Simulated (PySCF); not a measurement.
OW (SMILES [O]=[W]), triplet, geometry from GFN2-xTB (such geometries of metal compounds can be far from the true shape) (core potentials on W); PBE0/def2-TZVP (PySCF).

The PySCF input:
```python
from pyscf import gto, scf, dft

mol = gto.M(
    atom='''
W    -0.000000   -0.000000   -0.165864
O     0.000000    0.000000    1.534240
''',
    basis='def2-tzvp',
    ecp={'W': 'def2-tzvp'},
    charge=0,
    spin=2,
    verbose=4,
)

mf = dft.UKS(mol)
mf.xc = 'pbe0'
mf.kernel()
mf.analyze()
```

The log (banner, timings and long lists left out):

```
PySCF version 2.14.0

[INPUT] verbose = 4
[INPUT] num. atoms = 2
[INPUT] num. electrons = 22
[INPUT] charge = 0
[INPUT] spin (= nelec alpha-beta = 2S) = 2
[INPUT] symmetry False subgroup None
[INPUT] Mole.unit = angstrom
[INPUT] Symbol           X                Y                Z      unit          X                Y                Z       unit  Magmom
[INPUT]  1 W      0.000000000000   0.000000000000  -0.165864000000 AA    0.000000000000   0.000000000000  -0.313437533925 Bohr   0.0
[INPUT]  2 O      0.000000000000   0.000000000000   1.534240000000 AA    0.000000000000   0.000000000000   2.899293409353 Bohr   0.0

nuclear repulsion = 34.8613070865312
number of shells = 25
number of NR pGTOs = 112
number of NR cGTOs = 71
basis = def2-tzvp
ecp = {'W': 'def2-tzvp'}

******** <class 'pyscf.dft.uks.UKS'> ********
method = UKS
initial guess = minao
damping factor = 0
level_shift factor = 0
DIIS = <class 'pyscf.scf.diis.CDIIS'>
diis_start_cycle = 1
diis_space = 8
diis_damp = 0
SCF conv_tol = 1e-09
SCF conv_tol_grad = None
SCF max_cycles = 50
direct_scf = True
direct_scf_tol = 1e-13
number electrons alpha = 12  beta = 10
XC library pyscf.dft.libxc version 7.1.2
    S. Lehtola, C. Steigemann, M. J. T. Oliveira, and M. A. L. Marques,  SoftwareX 7, 1–5 (2018)
XC functionals = pbe0
    C. Adamo and V. Barone,  J. Chem. Phys. 110, 6158 (1999)
    M. Ernzerhof and G. E. Scuseria,  J. Chem. Phys. 110, 5029 (1999)
radial grids:
    Treutler-Ahlrichs [JCP 102, 346 (1995); DOI:10.1063/1.469408] (M4) radial grids

becke partition: Becke, JCP 88, 2547 (1988); DOI:10.1063/1.454033
pruning grids: <function nwchem_prune>
grids dens level: 3
symmetrized grids: False
atomic radii adjust function: <function treutler_atomic_radii_adjust>
small_rho_cutoff = 0
Set gradient conv threshold to 3.16228e-05
tot grids = 38392
init E= -123.560646060689

cycle= 1 E= -141.857516553882  delta_E= -18.3  |g|= 0.873  |ddm|= 5.07
cycle= 2 E= -135.853253057747  delta_E=    6  |g|= 3.19  |ddm|= 2.26
cycle= 3 E= -142.169803259675  delta_E= -6.32  |g|= 0.142  |ddm|= 1.98
cycle= 4 E= -142.183210603377  delta_E= -0.0134  |g|= 0.059  |ddm|= 0.303
cycle= 5 E= -142.184715719412  delta_E= -0.00151  |g|= 0.0125  |ddm|= 0.0678
cycle= 6 E= -142.1850074785  delta_E= -0.000292  |g|= 0.00586  |ddm|= 0.0365
cycle= 7 E= -142.185185786789  delta_E= -0.000178  |g|= 0.00446  |ddm|= 0.0463
cycle= 8 E= -142.18521766732  delta_E= -3.19e-05  |g|= 0.00241  |ddm|= 0.0173
cycle= 9 E= -142.185226440932  delta_E= -8.77e-06  |g|= 0.000703  |ddm|= 0.0122
cycle= 10 E= -142.185226741103  delta_E= -3e-07  |g|= 7.51e-05  |ddm|= 0.00176
cycle= 11 E= -142.18522674551  delta_E= -4.41e-09  |g|= 1.42e-05  |ddm|= 0.000203
cycle= 12 E= -142.185226745723  delta_E= -2.13e-10  |g|= 4.43e-06  |ddm|= 2.77e-05
Extra cycle  E= -142.185226745704  delta_E= 1.88e-11  |g|= 1.04e-05  |ddm|= 1.15e-05
converged SCF energy = -142.185226745704  <S^2> = 2.0960581  2S+1 = 3.0633695
**** SCF Summaries ****
Total Energy =                        -142.185226745703858
Nuclear Repulsion Energy =              34.861307086531177
One-electron Energy =                 -285.294580173454051
Two-electron Energy =                  108.248046341219009
Two-electron Coulomb Energy =          124.158708831266111
DFT Exchange-Correlation Energy =      -15.910662490047098
**** MO energy ****
                             alpha | beta                alpha | beta
MO #1   energy= -19.2626850433009  | -19.2687602202475  occ= 1 | 1
MO #2   energy= -3.07777350655286  | -3.02864372417878  occ= 1 | 1
MO #3   energy= -1.7354559142186   | -1.70915146057682  occ= 1 | 1
MO #4   energy= -1.71608853386861  | -1.62861910085236  occ= 1 | 1
MO #5   energy= -1.71608853386859  | -1.62861910085235  occ= 1 | 1
MO #6   energy= -0.961545470615771 | -0.975303228035809 occ= 1 | 1
MO #7   energy= -0.427206253027919 | -0.427154980720193 occ= 1 | 1
MO #8   energy= -0.402580669064802 | -0.408542452168811 occ= 1 | 1
MO #9   energy= -0.402580669064768 | -0.408542452168771 occ= 1 | 1
MO #10  energy= -0.262933486142978 | -0.210762665128218 occ= 1 | 1
MO #11  energy= -0.262933395878748 | -0.0848398791554206 occ= 1 | 0
MO #12  energy= -0.258471823725357 | -0.0848398651056155 occ= 1 | 0
MO #13  energy= -0.106751914302887 | -0.0831687836875197 occ= 0 | 0
MO #14  energy= -0.106751914302878 | -0.0831687836875101 occ= 0 | 0
MO #15  energy= -0.0676273792295952 | -0.0627310967521133 occ= 0 | 0
MO #16  energy= 0.00187255972589349 | 0.0232273755410858 occ= 0 | 0
MO #17  energy= 0.00187255972589844 | 0.0232273755410988 occ= 0 | 0
MO #18  energy= 0.0804827007522952 | 0.0922491207364828 occ= 0 | 0
MO #19  energy= 0.14500937209181   | 0.147466448642504  occ= 0 | 0
MO #20  energy= 0.202173334943192  | 0.21122166182645   occ= 0 | 0

spin_pop of  0 W 5s        0.00071
spin_pop of  0 W 6s       -0.08791
spin_pop of  0 W 7s        0.00889
spin_pop of  0 W 8s        0.00085
spin_pop of  0 W 9s        0.00230
spin_pop of  0 W 10s        0.00252
spin_pop of  0 W 5px      -0.00014
spin_pop of  0 W 5py      -0.00014
spin_pop of  0 W 5pz      -0.00060
spin_pop of  0 W 6px      -0.00552
spin_pop of  0 W 6py      -0.00550
spin_pop of  0 W 6pz      -0.00094
spin_pop of  0 W 7px       0.00461
spin_pop of  0 W 7py       0.00460
spin_pop of  0 W 7pz      -0.00431
spin_pop of  0 W 8px       0.00041
spin_pop of  0 W 8py       0.00044
spin_pop of  0 W 8pz      -0.02063
spin_pop of  0 W 5dxy      0.06883
spin_pop of  0 W 5dyz      0.03667
spin_pop of  0 W 5dz^2     0.45193
spin_pop of  0 W 5dxz      0.40985
spin_pop of  0 W 5dx2-y2    0.03293
spin_pop of  0 W 6dxy      0.00042
spin_pop of  0 W 6dyz      0.00078
spin_pop of  0 W 6dz^2     0.00374
spin_pop of  0 W 6dxz      0.52125
spin_pop of  0 W 6dx2-y2    0.03434
spin_pop of  0 W 7dxy      0.05269
spin_pop of  0 W 7dyz      0.03178
spin_pop of  0 W 7dz^2     0.54043
spin_pop of  0 W 7dxz      0.06546
spin_pop of  0 W 7dx2-y2    0.00175
spin_pop of  0 W 5f-3      0.00008
spin_pop of  0 W 5f-2      0.00016
spin_pop of  0 W 5f-1      0.00227
spin_pop of  0 W 5f+0      0.00015
spin_pop of  0 W 5f+1      0.00009
spin_pop of  0 W 5f+2      0.00000
spin_pop of  0 W 5f+3      0.00000
spin_pop of  1 O 1s        0.00000
spin_pop of  1 O 2s       -0.00503
spin_pop of  1 O 3s       -0.00287
spin_pop of  1 O 4s        0.00003
spin_pop of  1 O 5s        0.00009
spin_pop of  1 O 2px      -0.07388
spin_pop of  1 O 2py      -0.07354
spin_pop of  1 O 2pz      -0.01882
spin_pop of  1 O 3px       0.00206
spin_pop of  1 O 3py       0.00165
spin_pop of  1 O 3pz      -0.00005
spin_pop of  1 O 4px       0.00014
spin_pop of  1 O 4py       0.00018
spin_pop of  1 O 4pz       0.00162
spin_pop of  1 O 3dxy      0.00207
spin_pop of  1 O 3dyz      0.00224
spin_pop of  1 O 3dz^2     0.00002
spin_pop of  1 O 3dxz      0.00212
spin_pop of  1 O 3dx2-y2    0.00237
spin_pop of  1 O 4dxy      0.00094
spin_pop of  1 O 4dyz      0.00078
spin_pop of  1 O 4dz^2    -0.00006
spin_pop of  1 O 4dxz      0.00072
spin_pop of  1 O 4dx2-y2    0.00110
spin_pop of  1 O 4f-3     -0.00000
spin_pop of  1 O 4f-2      0.00036
spin_pop of  1 O 4f-1      0.00010
spin_pop of  1 O 4f+0     -0.00002
spin_pop of  1 O 4f+1      0.00009
spin_pop of  1 O 4f+2      0.00034
spin_pop of  1 O 4f+3     -0.00000
In total            12.00000 | 10.00000
Dipole moment(X, Y, Z, Debye): -0.00000, -0.00000, -2.33708
```
